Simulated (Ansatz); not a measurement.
Computed with Ansatz on PBE0-D4/def2-TZVP structures; ΔE is electronic, products minus reactants. CBS: MP2 limit from def2 TZ/QZ plus the TZ coupled-cluster correction, frozen cores. DFT in def2-TZVPP. For Br outer-core shells are correlated without core-valence functions, which leaves a few kJ/mol of doubt a bond. Scalar relativity is left out up to krypton. Each species was taken in one conformer, which may not be the lowest.

Consider the formal exchange of groups at the Si–Br bond: `ClC[SiH2]Br` + `[SiH3]S` → `S[SiH2][SiH2]CCl` + HBr.

```tsv
species	B2PLYP energy (Eh)
`ClC[SiH2]Br`	-3363.77369
`[SiH3]S`	-689.87543
`S[SiH2][SiH2]CCl`	-1479.23844
HBr	-2574.37376
```

Task: Work out ΔE.

Result: ΔE = (-1479.23844) + (-2574.37376) − (-3363.77369) − (-689.87543) = 0.03692 Eh = +96.9 kJ/mol. CCSD(T)/CBS gives +95.4 kJ/mol.

Largest T1 diagnostic among the species: 0.011.

From PBE to PBE0 (25 % exact exchange), in def2-TZVPP and without D4, ΔE moves by +7.0 kJ/mol. The D4 term adds −3.6 kJ/mol with B3LYP and −2.5 kJ/mol with PBE0; it sums over pairs of atoms, weighted by their polarisabilities, and B3LYP, whose exchange is more repulsive, gets the larger term. In def2-TZVPP, CCSD(T) changes the Hartree–Fock value by −22.5 kJ/mol (the triples alone add −2.9 kJ/mol) and MP2 by −12.2 kJ/mol.

B3LYP here is the variant with VWN-RPA as its local correlation; programs differ in this.
